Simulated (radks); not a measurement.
Numerical settings for the titanium ion Ti3+, [Ar] 3d1. All-electron calculation, non-relativistic Kohn-Sham, PBEsol, spin-polarised, spherical densities, point nucleus; open shells are filled with parallel spins first. Program: a radial shooting solver on a logarithmic mesh with Libxc functionals. The defaults (mesh step 0.008 in ln r, mesh end at 40 bohr or more with all orbitals vanishing there, Anderson mixing 0.5 over 9 steps, residual threshold near 1e-9 with the energy settled to 1e-9 hartree or 1e-11 of itself, here a cap of 62 iterations) give E = -846.3844 hartree and 3d at -35.329 eV in 15 iterations. Run on one thread of a shared host, so times are rough (Arm Neoverse V1): 0.12 s of CPU time, 0.12 s wall, 15 iterations on 2476 mesh points. Changes against that run (0 stands for a change within the tolerance of the run):

setting                    iterations  converged  E (mhartree)  e(3d) (meV)  CPU (s)
mesh step in ln r 0.2               4         no      diverged            -     0.01
mesh step in ln r 0.012            15        yes             0            0     0.09
mesh step in ln r 0.03             15        yes             0            0     0.05
mesh end (bohr) 3                  13        yes         +73.2    +2.01e+03      0.1
mesh end (bohr) 12                 15        yes             0            0     0.12
residual threshold 0.01             8        yes             0        +1.66     0.08
residual threshold 1e-13           62         no             0            0     0.31
mixing 0.01                        19        yes             0            0     0.16
linear mixing, mixing 0.5          30        yes             0            0      0.2
linear mixing, mixing 1            46        yes             0            0     0.32
mixing history 3                   15        yes             0            0     0.12
iteration cap 2                     2         no          +632    -2.59e+04     0.02

Settings that end as converged yet miss the energy by more than 1 mhartree: mesh end (bohr) 3 (+0.0732 hartree). A mesh that ends early acts as a hard wall.
